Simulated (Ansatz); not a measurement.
Two isomers of CH5FOSi: A = `C[SiH](O)F`, B = `CO[SiH2]F`.

Isolated molecules relaxed with PBE0-D4/def2-TZVP in Ansatz; ΔE leaves out vibrations. CCSD(T)/CBS adds triple-zeta CCSD(T) − MP2 to the extrapolated MP2 energy (def2 sets, frozen cores). Functionals use def2-TZVPP. B3LYP here is the variant with VWN-RPA as its local correlation; programs differ in this. Each species was taken in one conformer, which may not be the lowest.

(1) Which isomer does CCSD(T)/CBS put lower? Give the gap. (Best estimate.)

(2) Give E(B) − E(A) in kJ/mol with PBE-D4, MP2/def2-TZVPP, CCSD(T)/def2-TZVPP, ωB97M-V, B3LYP, BLYP-D4, B3LYP-D4. (An estimate is asked.)

(3) Does the order hold for the free energy at 298.15 K (harmonic terms from PBE0-D4)? (Estimate.)

Largest T1 diagnostic: 0.011.

Results:

(1) Computed: A, by 109.1 kJ/mol.

(2) Computed: PBE-D4 107.0, MP2/def2-TZVPP 111.5, CCSD(T)/def2-TZVPP 105.7, ωB97M-V 108.7, B3LYP 100.4, BLYP-D4 99.0, B3LYP-D4 101.4. None reverses the order clearly.

(3) Computed: Yes: G(B) − G(A) = +107.8 kJ/mol, for one conformer each.

Leaving LDA and LC-ωPBE aside and taking each functional with its dispersion term where it has one, the values, not all of them listed here, spread over 12.7 kJ/mol, from BLYP-D4 to r2SCAN0-D4. LDA lies +3.7 kJ/mol from PBE without D4. At CCSD(T), def2-SVP lies −21.3 kJ/mol from the extrapolated value and def2-TZVPP −3.4 kJ/mol.
